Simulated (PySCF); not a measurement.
Sn(OH)3(NH2) (H5NO3Sn), SMILES [OH][Sn]([OH])([NH2])[OH]. Atoms are numbered in the order given.

```xyz
10

N      1.7083    -0.8585    -0.7657
Sn     0.0097     0.0051    -0.0066
O      0.2777     1.7113     1.0121
O     -1.1454     0.2738    -1.6201
O     -0.8781    -1.1512     1.3719
H      1.7321    -0.6747    -1.7801
H      2.5312    -0.3841    -0.3661
H     -0.0445     1.5543     1.9230
H     -1.9938     0.6724    -1.3438
H     -0.7009    -2.0860     1.1466
```
Charge 0, spin multiplicity 1.

Geometry optimised at PBE-D3(BJ)/def2-SVP. The structure was generated by enumeration; whether it is a known compound was not checked. The def2 effective core potentials stand for the cores of Sn; spin–orbit coupling is left out. One conformer was computed; it need not be the lowest.

Level of theory: PySCF 2.14.0 with PBE-D3(BJ)/def2-SVP.

Frequencies are harmonic and unscaled.

### Question
List the normal modes with their intensities. (Estimate from the structure and the level; the computed values follow.)

### Answer

```json
[
 {"mode": "1", "ν (cm⁻¹)": "53", "IR (km/mol)": "17.1", "moving atoms (share of kinetic energy)": "H 57 %, O 30 %, N 12 %"},
 {"mode": "2", "ν (cm⁻¹)": "104", "IR (km/mol)": "27.2", "moving atoms (share of kinetic energy)": "H 41 %, O 40 %, N 18 %"},
 {"mode": "3", "ν (cm⁻¹)": "138", "IR (km/mol)": "9.1", "moving atoms (share of kinetic energy)": "O 34 %, H 33 %, N 26 %"},
 {"mode": "4", "ν (cm⁻¹)": "153", "IR (km/mol)": "22.8", "moving atoms (share of kinetic energy)": "O 59 %, Sn 16 %, H 14 %, N 11 %"},
 {"mode": "5", "ν (cm⁻¹)": "159", "IR (km/mol)": "1.9", "moving atoms (share of kinetic energy)": "H 43 %, O 32 %, N 13 %, Sn 12 %"},
 {"mode": "6", "ν (cm⁻¹)": "170", "IR (km/mol)": "26.9", "moving atoms (share of kinetic energy)": "O 70 %, Sn 17 %, H 10 %"},
 {"mode": "7", "ν (cm⁻¹)": "192", "IR (km/mol)": "89.9", "moving atoms (share of kinetic energy)": "H 59 %, O 35 %"},
 {"mode": "8", "ν (cm⁻¹)": "225", "IR (km/mol)": "18.5", "moving atoms (share of kinetic energy)": "H 90 %"},
 {"mode": "9", "ν (cm⁻¹)": "254", "IR (km/mol)": "150.1", "moving atoms (share of kinetic energy)": "H 84 %, O 14 %"},
 {"mode": "10", "ν (cm⁻¹)": "533", "IR (km/mol)": "41.5", "moving atoms (share of kinetic energy)": "N 70 %, O 17 %, H 9 %"},
 {"mode": "11", "ν (cm⁻¹)": "585", "IR (km/mol)": "69.6", "moving atoms (share of kinetic energy)": "O 78 %, N 9 %, Sn 8 %"},
 {"mode": "12", "ν (cm⁻¹)": "597", "IR (km/mol)": "71.7", "moving atoms (share of kinetic energy)": "O 82 %, Sn 15 %"},
 {"mode": "13", "ν (cm⁻¹)": "605", "IR (km/mol)": "94.1", "moving atoms (share of kinetic energy)": "O 82 %, Sn 16 %"},
 {"mode": "14", "ν (cm⁻¹)": "669", "IR (km/mol)": "63.8", "moving atoms (share of kinetic energy)": "H 79 %, N 16 %"},
 {"mode": "15", "ν (cm⁻¹)": "832", "IR (km/mol)": "21.6", "moving atoms (share of kinetic energy)": "H 93 %"},
 {"mode": "16", "ν (cm⁻¹)": "846", "IR (km/mol)": "45.6", "moving atoms (share of kinetic energy)": "H 93 %"},
 {"mode": "17", "ν (cm⁻¹)": "869", "IR (km/mol)": "74.2", "moving atoms (share of kinetic energy)": "H 92 %"},
 {"mode": "18", "ν (cm⁻¹)": "884", "IR (km/mol)": "84.0", "moving atoms (share of kinetic energy)": "H 90 %"},
 {"mode": "19", "ν (cm⁻¹)": "1488", "IR (km/mol)": "11.1", "moving atoms (share of kinetic energy)": "H 92 %"},
 {"mode": "20", "ν (cm⁻¹)": "3397", "IR (km/mol)": "13.7", "moving atoms (share of kinetic energy)": "H 96 %"},
 {"mode": "21", "ν (cm⁻¹)": "3498", "IR (km/mol)": "14.2", "moving atoms (share of kinetic energy)": "H 92 %, N 8 %"},
 {"mode": "22", "ν (cm⁻¹)": "3686", "IR (km/mol)": "50.8", "moving atoms (share of kinetic energy)": "H 94 %"},
 {"mode": "23", "ν (cm⁻¹)": "3700", "IR (km/mol)": "51.6", "moving atoms (share of kinetic energy)": "H 94 %"},
 {"mode": "24", "ν (cm⁻¹)": "3708", "IR (km/mol)": "49.9", "moving atoms (share of kinetic energy)": "H 94 %"}
]
```
